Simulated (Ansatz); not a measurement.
The cluster Ca2S⁺, relaxed as a quartet with UKS PBE-D4/def2-TZVP in Ansatz, starting from the PBE-D4/def2-TZVP geometry of the charge +1 doublet. Force threshold 0.02 eV/Å.

At PBE-D4/def2-TZVP a doublet of charge 1 lies 2.67 eV below the quartet, each at its own geometry. Another isomer (doublet) lies 0.05 eV lower at PBE0-D4/def2-TZVP.

Start:

```xyz
3

Ca    1.414    0.173   -1.948
Ca   -1.180   -0.089    2.103
S    -0.233   -0.084   -0.154
```

(1) Estimate the energy that the relaxation releases and the steps that it takes.

(2) Does the start keep its bonding and symmetry?

(3) Predict the relaxed structure.

## Answers

(1) 42.8 kJ/mol, in 9 steps; 33 s on 4 threads of Arm Neoverse V1 on a shared host. The force fell under the threshold at step 4, but the optimiser went on and released 0.003 eV more. No frequencies were taken in this run, so the end may be a saddle point.

(2) By distances, no bond broke or formed. The bond that changes most is Ca2–S3, from 2.45 to 2.72 Å (atoms count from 1). Point group C2v at the start, C2v at the end, both within 0.05 Å.

(3) 
```xyz
3

Ca    1.621    0.223   -2.016
Ca   -1.158   -0.057    2.323
S    -0.463   -0.166   -0.307
```
Bond lengths (bridged metal pairs left out): 2 × Ca–S 2.72 Å.
